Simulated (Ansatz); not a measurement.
O$_{2}$, charge -1, doublet, geometry from GFN2-xTB (a state made from the parent by changing its charge; the spin is typed, not shown lowest) (a gas-phase anion, which may not be bound at this level). Base run: HF/aug-cc-pVDZ in Ansatz (a first-principles code).

Geometry (Å):
```xyz
2

O      0.0000     0.0000    -0.6707
O      0.0000     0.0000     0.6707
```
Charge -1, spin multiplicity 2.
Orbitals are unrestricted.
All else is at Ansatz's defaults.

The base run was repeated with changes; each row names its change, and settings that it needs were set with it.

```csv
change,basis functions,E (Eh)
base,46,-149.61276
basis = pcseg-0,18,-149.12120
basis = def2-SVP,28,-149.43736
basis = 6-31G*,30,-149.56182
basis = 6-311G**,36,-149.60607
basis = 6-31+G*,38,-149.59221
basis = def2-SVPD,46,-149.47399
"basis = 6-311+G(2d,p)",54,-149.63528
basis = pc-2,60,-149.64161
basis = pcseg-2,60,-149.63986
basis = def2-TZVPD,80,-149.65198
basis = aug-cc-pVTZ,92,-149.64652
basis = def2-QZVPP,114,-149.65368
```

Totals compare only among sets that treat the same electrons; sets with core potentials leave the core out.

A gas-phase anion may not be bound at this level; its values then depend on the basis.
